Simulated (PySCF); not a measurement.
Pb(Cl)2 cation (Cl₂Pb), SMILES [Cl][Pb][Cl] (connectivity only; charge and spin as stated), charge +1, multiplicity 2.

The structure is a stationary point at r2SCAN-D4/def2-TZVP. The multiplicity is an assumed one; other spin states were not compared. The isomer is the one that the SMILES or the coordinates give; other isomers of the formula were not compared. The def2 effective core potentials stand for the cores of Pb; spin–orbit coupling is left out.

Computed with TDA-CAM-B3LYP/def2-SVPD (PySCF).

Vertical excitations. Isolated molecule, no solvent.

| state | energy (eV) | λ (nm) | f | main pairs |
|---|---|---|---|---|
| root 1 | 1.35 | 916 | 0.000 | β HOMO→LUMO 99 % |
| root 2 | 2.28 | 545 | 0.010 | β HOMO−1→LUMO 89 % |
| root 3 | 2.41 | 514 | 0.000 | β HOMO−4→LUMO 99 % |
| root 4 | 2.47 | 501 | 0.000 | β HOMO−2→LUMO 99 % |
| root 5 | 3.48 | 357 | 0.098 | α HOMO−1→LUMO 6 %, β HOMO−3→LUMO 75 % |
| root 6 | 4.44 | 279 | 0.000 | α HOMO→LUMO 99 % |
| root 7 | 4.49 | 276 | 0.000 | α HOMO−2→LUMO 33 %, β HOMO−1→LUMO+1 52 %, β HOMO−3→LUMO+1 12 % |
| root 8 | 4.50 | 275 | 0.003 | α HOMO−1→LUMO 29 %, β HOMO→LUMO+1 68 % |
| root 9 | 5.07 | 244 | 0.026 | α HOMO−1→LUMO 60 %, β HOMO→LUMO+1 21 %, β HOMO−1→LUMO+2 7 % |
| root 10 | 5.08 | 244 | 0.008 | α HOMO−2→LUMO 38 %, β HOMO−1→LUMO+1 46 %, β HOMO−3→LUMO+1 14 % |
Unrestricted roots are not spin-pure.
